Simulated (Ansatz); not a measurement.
A search over several starts for the lowest SCF solution of Hg2O2⁻ at the given spin, in a small basis.

```yaml
crystal:
  periodic: [false, false, false]
  atoms:
    - {symbol: Hg, position_ang: [-1.845614, 0.162996, -0.969755]}
    - {symbol: Hg, position_ang: [1.845672, -0.163140, 0.969564]}
    - {symbol: O, position_ang: [0.373867, 0.145121, -0.687578]}
    - {symbol: O, position_ang: [-0.373925, -0.144977, 0.687769]}
basis:
  gaussian: {orbitals: def2-SVP}
total_charge: -1
magnetization: {spin_polarized: true, initial_magnetization: 1}
hamiltonian: {xc: pbe0, dispersion: d4}
output: {orbitals: {seedname: orbitals}}
```

```sh
$ ansatz run in.yaml --threads 4 --pin off --events-out ev --progress --plain --max-ram 3916MiB
```

Shortened log:

```
Functional definition: PBE0
908 factors; integrals over basis functions are off by at most 9.1e-4 eV
mean field evaluation 1: about -12427.0124 eV, gradient 4.6e1 eV
mean field evaluation 2: about -12349.6839 eV, gradient 1.3e2 eV
mean field evaluation 4: about -12435.2445 eV, gradient 6.8e0 eV
mean field evaluation 8: about -12435.6942 eV, gradient 3.9e-1 eV
mean field evaluation 16: about -12435.6948 eV, gradient 1.8e-4 eV
mean field evaluation 32: about -12436.0663 eV, gradient 2.8e-1 eV
mean field evaluation 64: about -12436.0493 eV, gradient 6.3e-1 eV
mean field -12436.06757725 eV, -457.0170539945 hartree, gradient 7.9e-6 eV, S^2 0.758038; 8 other end points of the search recorded, 0 dependent functions left out
reference -12436.06760236 eV, -457.0170549173 hartree; 29, 28 occupied and 63, 64 virtual orbitals, 908 factors
Total energy: -12436.17802470 eV, -457.0211128635 hartree
```

It took 4.1 s on 4 threads of AMD EPYC 9R45 on a shared host.

Other converged states that the search met: 0.37 eV higher (⟨S²⟩ = 0.76).

In the def2 sets Hg takes a core potential; there is no spin–orbit coupling. The structure comes from a short search, and lower isomers may exist.
